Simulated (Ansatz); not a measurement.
Steps of a relaxation of `CC(=O)O[AsH2]` with RKS PBE0-D4/def2-TZVP.

```sh
$ ansatz run in.yaml --threads 4 --pin off --events-out ev --progress --plain --max-ram 10444MiB
```

```yaml
crystal:
  periodic: [false, false, false]
  atoms:
    - {symbol: C, position_ang: [-0.373063, -1.665390, 0.354526]}
    - {symbol: C, position_ang: [-0.238385, -0.329476, -0.338571]}
    - {symbol: O, position_ang: [-0.306619, -0.152690, -1.547797]}
    - {symbol: O, position_ang: [-0.011644, 0.675612, 0.522152]}
    - {symbol: As, position_ang: [0.056426, 2.331756, -0.412021]}
    - {symbol: H, position_ang: [-1.112788, -1.600947, 1.176556]}
    - {symbol: H, position_ang: [0.598108, -1.944283, 0.812232]}
    - {symbol: H, position_ang: [-0.672022, -2.436108, -0.377513]}
    - {symbol: H, position_ang: [0.691580, 2.963468, 0.851699]}
    - {symbol: H, position_ang: [1.451407, 2.106857, -1.038361]}
basis:
  gaussian: {orbitals: def2-TZVP}
hamiltonian: {xc: pbe0, dispersion: d4}
relax: {f_tol: 0.005, max_steps: 150}
```

Positions (Å) and forces (eV/Å) along the path, 14 of 16 steps:

```xyz
10
step=1 energy=-67079.6457 eV
C    -0.373   -1.665    0.355   -0.006   -0.166    0.053
C    -0.238   -0.329   -0.339    0.028    0.382   -0.518
O    -0.307   -0.153   -1.548    0.084   -0.173    1.356
O    -0.012    0.676    0.522   -0.096    0.048   -0.951
As    0.056    2.332   -0.412    0.439   -0.562    0.516
H    -1.113   -1.601    1.177    0.353   -0.005   -0.435
H     0.598   -1.944    0.812   -0.468    0.170   -0.252
H    -0.672   -2.436   -0.378    0.148    0.401    0.372
H     0.692    2.963    0.852   -0.154   -0.123   -0.276
H     1.451    2.107   -1.038   -0.329    0.027    0.135
10
step=2 energy=-67079.6998 eV
C    -0.370   -1.654    0.351    0.003   -0.024    0.015
C    -0.233   -0.325   -0.336    0.016    0.059    0.013
O    -0.301   -0.152   -1.532    0.015   -0.033    0.244
O    -0.003    0.673    0.515   -0.053    0.150   -0.385
As    0.058    2.311   -0.402    0.054   -0.316    0.219
H    -1.103   -1.585    1.163    0.101   -0.010   -0.119
H     0.592   -1.928    0.801   -0.137    0.042   -0.065
H    -0.669   -2.415   -0.372    0.043    0.113    0.103
H     0.680    2.946    0.844   -0.005   -0.012   -0.036
H     1.431    2.077   -1.029   -0.038    0.031    0.012
10
step=3 energy=-67079.7067 eV
C    -0.369   -1.649    0.352   -0.005    0.028   -0.010
C    -0.236   -0.326   -0.338   -0.002   -0.064    0.035
O    -0.303   -0.159   -1.532    0.006    0.004   -0.035
O    -0.012    0.675    0.505    0.025    0.059   -0.049
As    0.060    2.299   -0.395   -0.029    0.016    0.047
H    -1.100   -1.581    1.157   -0.015   -0.002    0.017
H     0.589   -1.916    0.802    0.015   -0.004    0.012
H    -0.661   -2.409   -0.367   -0.005   -0.014   -0.013
H     0.688    2.932    0.846   -0.006    0.000    0.014
H     1.429    2.083   -1.027    0.015   -0.023   -0.017
10
step=4 energy=-67079.7072 eV
C    -0.370   -1.647    0.352    0.005    0.012   -0.001
C    -0.232   -0.327   -0.341   -0.013   -0.029   -0.009
O    -0.299   -0.162   -1.536    0.003   -0.001   -0.010
O    -0.004    0.676    0.499   -0.007    0.006    0.011
As    0.057    2.302   -0.391    0.002    0.009    0.008
H    -1.100   -1.576    1.158   -0.009    0.002    0.009
H     0.588   -1.917    0.803    0.010   -0.006    0.010
H    -0.665   -2.409   -0.365   -0.002   -0.009   -0.008
H     0.685    2.931    0.854    0.009   -0.004   -0.007
H     1.423    2.079   -1.031    0.002    0.019   -0.002
10
step=6 energy=-67079.7074 eV
C    -0.370   -1.648    0.353   -0.001    0.001    0.002
C    -0.232   -0.329   -0.342   -0.003   -0.013   -0.013
O    -0.298   -0.165   -1.537    0.001   -0.003    0.001
O    -0.005    0.675    0.498   -0.001    0.009    0.004
As    0.057    2.303   -0.389    0.000    0.004    0.006
H    -1.102   -1.575    1.158   -0.002    0.000    0.001
H     0.587   -1.918    0.805    0.001    0.000    0.004
H    -0.665   -2.410   -0.364    0.001   -0.002    0.000
H     0.688    2.930    0.854    0.004   -0.004   -0.002
H     1.422    2.085   -1.032   -0.001    0.008   -0.002
10
step=7 energy=-67079.7075 eV
C    -0.371   -1.648    0.353    0.024   -0.009   -0.007
C    -0.227   -0.331   -0.345   -0.056    0.014    0.029
O    -0.299   -0.167   -1.539    0.018   -0.002   -0.013
O     0.001    0.673    0.495    0.014   -0.010   -0.008
As    0.054    2.304   -0.383    0.003    0.003    0.002
H    -1.110   -1.573    1.152   -0.001    0.006   -0.006
H     0.582   -1.916    0.815   -0.003   -0.003    0.004
H    -0.659   -2.413   -0.363    0.001   -0.002    0.001
H     0.696    2.924    0.858    0.001    0.003    0.000
H     1.414    2.096   -1.040   -0.001    0.000   -0.003
10
step=9 energy=-67079.7076 eV
C    -0.371   -1.650    0.353    0.008    0.008   -0.003
C    -0.229   -0.331   -0.343    0.013    0.012    0.021
O    -0.302   -0.165   -1.537   -0.008   -0.009    0.000
O     0.008    0.672    0.497   -0.009   -0.031   -0.005
As    0.054    2.306   -0.379    0.000    0.004   -0.001
H    -1.119   -1.580    1.144   -0.002    0.011   -0.002
H     0.578   -1.914    0.826   -0.001    0.010   -0.002
H    -0.649   -2.416   -0.365    0.000    0.002   -0.009
H     0.705    2.926    0.857    0.000   -0.004   -0.002
H     1.409    2.100   -1.049    0.000   -0.003    0.001
10
step=10 energy=-67079.7078 eV
C    -0.369   -1.649    0.353    0.002    0.000   -0.004
C    -0.234   -0.329   -0.342    0.003   -0.011   -0.009
O    -0.320   -0.161   -1.535   -0.003    0.000    0.006
O     0.012    0.670    0.498   -0.001    0.011    0.002
As    0.055    2.305   -0.375   -0.002    0.000    0.002
H    -1.133   -1.587    1.129    0.001    0.004   -0.001
H     0.574   -1.898    0.843   -0.002   -0.002    0.004
H    -0.625   -2.419   -0.370    0.001   -0.001   -0.001
H     0.718    2.920    0.857    0.002    0.001    0.000
H     1.404    2.096   -1.055   -0.001   -0.001    0.001
10
step=11 energy=-67079.7079 eV
C    -0.367   -1.649    0.352    0.005   -0.015    0.007
C    -0.236   -0.328   -0.341   -0.007   -0.010   -0.018
O    -0.336   -0.156   -1.532    0.001    0.002    0.020
O     0.021    0.668    0.500    0.000    0.017   -0.002
As    0.054    2.306   -0.368    0.010   -0.005    0.002
H    -1.152   -1.594    1.109    0.019   -0.001   -0.017
H     0.567   -1.884    0.868   -0.025   -0.002   -0.008
H    -0.598   -2.424   -0.375    0.005    0.011    0.016
H     0.737    2.915    0.857   -0.001    0.000   -0.002
H     1.393    2.096   -1.068   -0.007    0.001    0.002
10
step=12 energy=-67079.7079 eV
C    -0.367   -1.650    0.352    0.004   -0.010    0.008
C    -0.236   -0.328   -0.340   -0.006   -0.007   -0.008
O    -0.337   -0.155   -1.531    0.002    0.001    0.009
O     0.022    0.668    0.501    0.003    0.007   -0.003
As    0.054    2.307   -0.367    0.003   -0.001    0.002
H    -1.154   -1.595    1.107    0.014    0.000   -0.013
H     0.565   -1.884    0.871   -0.019    0.001   -0.007
H    -0.595   -2.425   -0.376    0.004    0.010    0.011
H     0.739    2.915    0.857    0.000   -0.001   -0.003
H     1.391    2.097   -1.071   -0.004    0.000    0.003
10
step=13 energy=-67079.7079 eV
C    -0.366   -1.650    0.352   -0.002    0.001    0.006
C    -0.236   -0.327   -0.339    0.007   -0.004    0.005
O    -0.343   -0.153   -1.529   -0.003    0.000   -0.005
O     0.025    0.668    0.502   -0.004   -0.006    0.000
As    0.053    2.307   -0.364    0.010    0.001    0.004
H    -1.161   -1.599    1.097    0.002   -0.001   -0.003
H     0.561   -1.881    0.881   -0.003    0.004   -0.004
H    -0.583   -2.426   -0.378    0.000    0.004    0.001
H     0.748    2.914    0.855   -0.005    0.001    0.001
H     1.385    2.096   -1.075   -0.001    0.002   -0.006
10
step=14 energy=-67079.7080 eV
C    -0.365   -1.650    0.352    0.000    0.000    0.005
C    -0.236   -0.327   -0.338   -0.004    0.001    0.000
O    -0.349   -0.151   -1.528    0.002   -0.001    0.000
O     0.029    0.667    0.503    0.002   -0.003   -0.001
As    0.054    2.307   -0.361   -0.005    0.001    0.000
H    -1.168   -1.602    1.090    0.000   -0.002   -0.002
H     0.557   -1.877    0.889    0.000    0.002   -0.002
H    -0.574   -2.427   -0.379    0.000    0.001    0.001
H     0.753    2.913    0.856    0.002   -0.003   -0.002
H     1.382    2.097   -1.081    0.003    0.002    0.002
10
step=15 energy=-67079.7080 eV rejected
C    -0.365   -1.650    0.352   -0.006   -0.001    0.005
C    -0.237   -0.327   -0.338    0.015   -0.002   -0.005
O    -0.351   -0.151   -1.528   -0.005    0.001    0.003
O     0.030    0.666    0.502   -0.002    0.001   -0.003
As    0.054    2.307   -0.360   -0.004    0.003    0.002
H    -1.169   -1.603    1.089    0.002   -0.003   -0.003
H     0.557   -1.875    0.891   -0.003    0.002   -0.003
H    -0.572   -2.427   -0.379    0.000    0.002    0.003
H     0.754    2.911    0.856    0.001   -0.001   -0.002
H     1.382    2.099   -1.082    0.001   -0.002    0.002
10
step=16 energy=-67079.7080 eV
C    -0.365   -1.650    0.352    0.000   -0.001    0.003
C    -0.236   -0.328   -0.338   -0.002    0.000   -0.001
O    -0.350   -0.151   -1.528    0.001    0.000    0.001
O     0.030    0.666    0.502    0.001   -0.001   -0.001
As    0.054    2.307   -0.361    0.001    0.001    0.002
H    -1.168   -1.602    1.090    0.001   -0.001   -0.002
H     0.557   -1.877    0.889   -0.001    0.001   -0.001
H    -0.574   -2.427   -0.379    0.000    0.001    0.001
H     0.754    2.912    0.856   -0.001    0.000   -0.001
H     1.382    2.098   -1.080    0.000    0.000   -0.001
```

Run time 65 s (4 threads of an Arm Neoverse V1 on a shared host); peak host memory 0.57 GiB.
